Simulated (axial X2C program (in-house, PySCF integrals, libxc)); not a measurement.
**HfS: nuclear properties from DFT to coupled cluster**

Calculated with an in-house all-electron X2C program for linear molecules (integrals from PySCF): two-component X2C with atomic mean-field Coulomb and Gaunt terms, Gaussian nuclei, basis Hf dyall-acv3z, S dyall-av3z with contracted cores.

R = 2.151 Å (near the PBE0 minimum at charge 0 of the determinant lowest at the starting distance; the state shown can have its own minimum elsewhere); state Ω = 0 (closed shell).

| level | qzz S (a.u.) | μ (D) |
| --- | --- | --- |
| PBE0 | -0.79 | -4.07 |
| HF | -0.92 | -4.94 |
| B3LYP | -0.79 | -3.99 |

qzz is the electric field gradient, eQq0 = 234.96 MHz × Q/barn × qzz; μ is positive if the S end (last atom) is positive. The operators were transformed with the bare-nucleus X2C matrices; with these basis sets, hyperfine constants and field gradients can be off by tens of per cent, and where levels differ in sign neither size nor sign is settled.

Finite-field MP2, CCSD and CCSD(T), with 18 electrons correlated in 130 natural virtual spinors (MP2 remainder added):

```
  level  qzz S (a.u.)  μ (D)
    MP2         -0.87  -3.93
   CCSD         -0.87  -4.32
CCSD(T)         -0.88  -4.04
```

T1 = 0.027 (Lee–Taylor). One unrestricted determinant, the lowest of a limited PBE0 search, is the reference; the functionals treat spin collinearly. Correlation of the inner shells is missing, which matters for properties at the nucleus. Number of frozen shells: Hf 4 s, 3 p, 2 d, 1 f; S 2 s, 1 p.

(1) By how much does correlation change each value, CCSD(T) against HF?

Results:

(1) qzz S -4 %; μ -18 %.
